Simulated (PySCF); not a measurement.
Cl4Se (SMILES Cl[Se](Cl)(Cl)Cl), singlet, at a GFN2-xTB geometry; DF-PBE/pcseg-1 (PySCF).

Here is a job for PySCF.
```python
from pyscf import gto, scf, dft

mol = gto.Mole()
mol.atom = '''
    Se   -0.003007    0.004701    0.442483
    Cl    1.061722   -1.326566   -0.820968
    Cl    1.812304    1.458836    0.396540
    Cl   -1.050276    1.308670   -0.863321
    Cl   -1.817736   -1.450343    0.402783
'''
mol.basis = 'pcseg-1'
mol.charge = 0
mol.spin = 0
mol.verbose = 4
mol.build()

mf = dft.RKS(mol)
mf.xc = 'pbe'
mf.level_shift = 0.1
mf.max_cycle = 100
mf = mf.density_fit(auxbasis='def2-universal-jkfit')
mf.kernel()
mf.analyze()
```

It wrote (shortened):

```
PySCF version 2.14.0

[INPUT] verbose = 4
[INPUT] num. atoms = 5
[INPUT] num. electrons = 102
[INPUT] charge = 0
[INPUT] spin (= nelec alpha-beta = 2S) = 0
[INPUT] symmetry False subgroup None
[INPUT] Mole.unit = angstrom
[INPUT] Symbol           X                Y                Z      unit          X                Y                Z       unit  Magmom
[INPUT]  1 Se    -0.003007000000   0.004701000000   0.442483000000 AA   -0.005682406457   0.008883602512   0.836171684776 Bohr   0.0
[INPUT]  2 Cl     1.061722000000  -1.326566000000  -0.820968000000 AA    2.006363800425  -2.506846426160  -1.551404677032 Bohr   0.0
[INPUT]  3 Cl     1.812304000000   1.458836000000   0.396540000000 AA    3.424758214454   2.756800500656   0.749351997435 Bohr   0.0
[INPUT]  4 Cl    -1.050276000000   1.308670000000  -0.863321000000 AA   -1.984733995204   2.473027887435  -1.631440247586 Bohr   0.0
[INPUT]  5 Cl    -1.817736000000  -1.450343000000   0.402783000000 AA   -3.435023206762  -2.740751056680   0.761149557631 Bohr   0.0

nuclear repulsion = 824.779331769026
number of shells = 15
number of NR pGTOs = 258
number of NR cGTOs = 99
basis = pcseg-1
ecp = {}

******** <class 'pyscf.df.df_jk.DFRKS'> ********
method = DFRKS
initial guess = minao
damping factor = 0
level_shift factor = 0.1
DIIS = <class 'pyscf.scf.diis.CDIIS'>
diis_start_cycle = 1
diis_space = 8
diis_damp = 0
SCF conv_tol = 1e-09
SCF conv_tol_grad = None
SCF max_cycles = 100
direct_scf = False
XC library pyscf.dft.libxc version 7.1.2
    S. Lehtola, C. Steigemann, M. J. T. Oliveira, and M. A. L. Marques,  SoftwareX 7, 1–5 (2018)
XC functionals = pbe
    J. P. Perdew, K. Burke, and M. Ernzerhof,  Phys. Rev. Lett. 77, 3865 (1996)
    J. P. Perdew, K. Burke, and M. Ernzerhof,  Phys. Rev. Lett. 78, 1396 (1997)
    J. P. Perdew, K. Burke, and M. Ernzerhof,  Phys. Rev. Lett. 77, 3865 (1996)
    J. P. Perdew, K. Burke, and M. Ernzerhof,  Phys. Rev. Lett. 78, 1396 (1997)
radial grids:
    Treutler-Ahlrichs [JCP 102, 346 (1995); DOI:10.1063/1.469408] (M4) radial grids

becke partition: Becke, JCP 88, 2547 (1988); DOI:10.1063/1.454033
pruning grids: <function nwchem_prune>
grids dens level: 3
symmetrized grids: False
atomic radii adjust function: <function treutler_atomic_radii_adjust>
small_rho_cutoff = 0
Set gradient conv threshold to 3.16228e-05
Initial guess from minao.
tot grids = 95944
init E= -4240.52967764478
  HOMO = -0.257445333272595  LUMO = -0.0700731791244842  gap/eV = 5.09866
cycle= 1 E= -4240.72247283941  delta_E= -0.193  |g|= 0.758  |ddm|= 3.04
  HOMO = -0.243291096194504  LUMO = -0.171578204549712  gap/eV = 1.95141
cycle= 2 E= -4240.22654209176  delta_E= 0.496  |g|= 1.55  |ddm|= 3.07
  HOMO = -0.272627913692279  LUMO = -0.0822306631038057  gap/eV = 5.18097
cycle= 3 E= -4240.87046287263  delta_E= -0.644  |g|= 0.36  |ddm|= 1.54
  HOMO = -0.276679639997308  LUMO = -0.0771684454981261  gap/eV = 5.42898
cycle= 4 E= -4240.9131199351  delta_E= -0.0427  |g|= 0.061  |ddm|= 0.455
  HOMO = -0.274994303722752  LUMO = -0.0737769502776318  gap/eV = 5.47540
cycle= 5 E= -4240.91481443191  delta_E= -0.00169  |g|= 0.0157  |ddm|= 0.142
  HOMO = -0.273740613139593  LUMO = -0.0765318377918471  gap/eV = 5.36632
cycle= 6 E= -4240.91492688694  delta_E= -0.000112  |g|= 0.00582  |ddm|= 0.0401
  HOMO = -0.274555679884835  LUMO = -0.0769834152583693  gap/eV = 5.37622
cycle= 7 E= -4240.91494065391  delta_E= -1.38e-05  |g|= 0.00242  |ddm|= 0.0157
  HOMO = -0.274121546283378  LUMO = -0.0770662802522784  gap/eV = 5.36215
cycle= 8 E= -4240.91494290912  delta_E= -2.26e-06  |g|= 0.000564  |ddm|= 0.00486
  HOMO = -0.274131121808008  LUMO = -0.0770872071385875  gap/eV = 5.36184
cycle= 9 E= -4240.91494306828  delta_E= -1.59e-07  |g|= 0.000145  |ddm|= 0.00141
  HOMO = -0.274126964514075  LUMO = -0.0770926530456899  gap/eV = 5.36158
cycle= 10 E= -4240.91494308404  delta_E= -1.58e-08  |g|= 3.26e-05  |ddm|= 0.000492
  HOMO = -0.274127472181558  LUMO = -0.0770936445565322  gap/eV = 5.36156
cycle= 11 E= -4240.91494308575  delta_E= -1.71e-09  |g|= 1.53e-05  |ddm|= 0.000182
  HOMO = -0.274126404566944  LUMO = -0.0770931107411243  gap/eV = 5.36155
cycle= 12 E= -4240.91494308604  delta_E= -2.92e-10  |g|= 7.47e-06  |ddm|= 7.15e-05
  HOMO = -0.274127314898129  LUMO = -0.177092102304895  gap/eV = 2.64046
Extra cycle  E= -4240.914943086  delta_E= 4.09e-11  |g|= 1.83e-05  |ddm|= 7.52e-05
converged SCF energy = -4240.914943086
**** SCF Summaries ****
Total Energy =                       -4240.914943086002495
Nuclear Repulsion Energy =             824.779331769026044
One-electron Energy =                -7526.847121143680852
Two-electron Energy =                 2461.152846288652654
Two-electron Coulomb Energy =         2660.221002382062579
DFT Exchange-Correlation Energy =     -199.068156093410124
HOMO-LUMO gap [eV] =                     2.640462627407258
**** MO energy ****
MO #1   energy= -452.170628980913  occ= 2
MO #2   energy= -100.703786724534  occ= 2
MO #3   energy= -100.703784287864  occ= 2
MO #4   energy= -100.639216389925  occ= 2
MO #5   energy= -100.639209876557  occ= 2
MO #6   energy= -57.5252602749384  occ= 2
MO #7   energy= -51.707115291263   occ= 2
MO #8   energy= -51.7065037547974  occ= 2
MO #9   energy= -51.7058182086607  occ= 2
MO #10  energy= -9.22975228055167  occ= 2
MO #11  energy= -9.22974577334993  occ= 2
MO #12  energy= -9.1636709199922   occ= 2
MO #13  energy= -9.163666393568    occ= 2
MO #14  energy= -7.71527907295241  occ= 2
MO #15  energy= -7.06012276757367  occ= 2
MO #16  energy= -7.06012258188205  occ= 2
MO #17  energy= -7.04788130490931  occ= 2
MO #18  energy= -7.0478809712804   occ= 2
MO #19  energy= -7.04605160685787  occ= 2
MO #20  energy= -7.04605131741251  occ= 2
MO #21  energy= -6.99118988784421  occ= 2
MO #22  energy= -6.99118113540767  occ= 2
MO #23  energy= -6.98259805195023  occ= 2
MO #24  energy= -6.98259482872141  occ= 2
MO #25  energy= -6.98256129897422  occ= 2
MO #26  energy= -6.98255814459929  occ= 2
MO #27  energy= -5.72809257806698  occ= 2
MO #28  energy= -5.72525725760517  occ= 2
MO #29  energy= -5.72278945447061  occ= 2
MO #30  energy= -2.16771828588725  occ= 2
MO #31  energy= -2.16705840321218  occ= 2
MO #32  energy= -2.16608803681132  occ= 2
MO #33  energy= -2.16317811638272  occ= 2
MO #34  energy= -2.16306003757589  occ= 2
MO #35  energy= -0.898464776033447 occ= 2
MO #36  energy= -0.814630884634216 occ= 2
MO #37  energy= -0.747186676057617 occ= 2
MO #38  energy= -0.74559744667585  occ= 2
MO #39  energy= -0.658435406464628 occ= 2
MO #40  energy= -0.482052347054797 occ= 2
MO #41  energy= -0.451486563869359 occ= 2
MO #42  energy= -0.446625338435328 occ= 2
MO #43  energy= -0.359181719237613 occ= 2
MO #44  energy= -0.355303569966428 occ= 2
MO #45  energy= -0.339948446852902 occ= 2
MO #46  energy= -0.336426496280396 occ= 2
MO #47  energy= -0.300831927634067 occ= 2
MO #48  energy= -0.287975970113324 occ= 2
MO #49  energy= -0.282017343778837 occ= 2
MO #50  energy= -0.276748644659178 occ= 2
MO #51  energy= -0.274127314898129 occ= 2
MO #52  energy= -0.177092102304895 occ= 0
MO #53  energy= -0.158578205939608 occ= 0
MO #54  energy= -0.121704958684022 occ= 0
MO #55  energy= 0.189202550448821  occ= 0
MO #56  energy= 0.192475338592511  occ= 0
MO #57  energy= 0.201861876608078  occ= 0
MO #58  energy= 0.204465575582152  occ= 0
MO #59  energy= 0.228008860895846  occ= 0
 ** Mulliken pop on meta-lowdin orthogonal AOs  **
 ** Mulliken pop  **
 ** Mulliken atomic charges  **
charge of    0Se =      0.86994
charge of    1Cl =     -0.09150
charge of    2Cl =     -0.34348
charge of    3Cl =     -0.09150
charge of    4Cl =     -0.34347
Dipole moment(X, Y, Z, Debye):  0.00112, -0.00204, -0.18256
```
